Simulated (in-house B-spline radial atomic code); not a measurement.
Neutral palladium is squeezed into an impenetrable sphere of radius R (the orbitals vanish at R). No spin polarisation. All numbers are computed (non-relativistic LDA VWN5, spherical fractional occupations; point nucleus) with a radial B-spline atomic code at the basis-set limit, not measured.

Energies in eV above the free atom in [Kr] 4d10:

```
R (bohr)  highest level (eV)  [Kr] 4d10  [Ar] 3d10 4s2 4p5 4d10 4f1  [Kr] 4d9 4f1  -dE/dV in [Kr] 4d10 (GPa)
    7.15               -4.19    0.07391                       61.69         15.78                      0.157
    6.23               -3.92     0.2393                       64.39         18.48                      0.689
    5.22               -3.15     0.9171                       69.14         23.28                       3.96
    4.59               -2.08      2.216                       73.97         28.19                         13
    3.32                 4.5      15.78                       98.46          52.9                        209
    3.04                7.93      25.73                         112          66.3                        431
    2.76                  13      43.41                         134         87.92                        952
    2.25                  31      127.4                       229.1         180.6                       4990
    1.98                50.1      245.2                       355.2         303.8                      13700
    1.55                 118      806.3                       932.4         872.1                      86700
```

Task: Does [Ar] 3d10 4s2 4p5 4d10 4f1 fall below [Kr] 4d10 under compression?

Result: No, it stays above over the whole range.

Task: Does [Kr] 4d9 4f1 fall below [Kr] 4d10 under compression?

Result: No, it stays above over the whole range.

The highest level is first positive in the row R = 3.32 bohr, pushed up by confinement above the zero of the free ion's potential. Each configuration is held fixed and needn't be the lowest in the sphere.
